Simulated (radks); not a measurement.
Initial-state core-level shifts of neutral rhenium when its valence configuration changes from [Xe] 4f14 5d5 6s2. Calculated with a radial shooting solver on a logarithmic mesh with Libxc functionals: Dirac Kohn-Sham, PBE, spin-unpolarised, spherical densities, point nucleus; open shells are shared between the two j in proportion to 2j + 1. Shifts are changes of the shell-averaged eigenvalues in eV (positive: less bound).

valence                1s       2p       3s       5s
4f13 5d5 6s2 6p1  -14.469  -15.382  -17.060   -8.390
4f14 5d5 6p2       -3.203   -3.131   -3.146   -3.163
4f12 5d5 6s2 6p2  -30.036  -31.977  -35.463  -17.120
4f13 5d4 6s2 6p2  -19.048  -20.100  -21.727  -12.820
4f14 5d4 6p3       -7.196   -7.236   -7.220   -7.110
4f14 5d5 6s1 6p1   -1.691   -1.654   -1.662   -1.671
4f13 5d6 6s1 6p1  -11.744  -12.512  -14.227   -5.716
4f14 5d5.5 6s1.5   +1.104   +1.162   +1.152   +1.119
4f13 5d6 6p2      -13.296  -14.026  -15.751   -7.250
